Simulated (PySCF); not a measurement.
diphosphane (H₄P₂), SMILES PP.

The structure is a stationary point at B3LYP-D3(BJ)/def2-TZVP.

Computed with PySCF with PBE/def2-TZVPD.

* **total energy**: -684.79545 hartree
* **point group**: C2h
* **highest occupied level**: -5.87 eV
* **lowest empty level**: -1.27 eV
* **orbital gap**: 4.60 eV
* **dipole moment**: 0.00 D
* **quadrupole, principal values (traceless, Buckingham form, about the centre of nuclear charge)**: -5.76, 2.72, 3.04 D·Å
* **mean static polarisability**: 60.1 bohr³ (8.90 Å³)
* **polarisability, principal values**: 50.8, 52.3, 77.1 bohr³
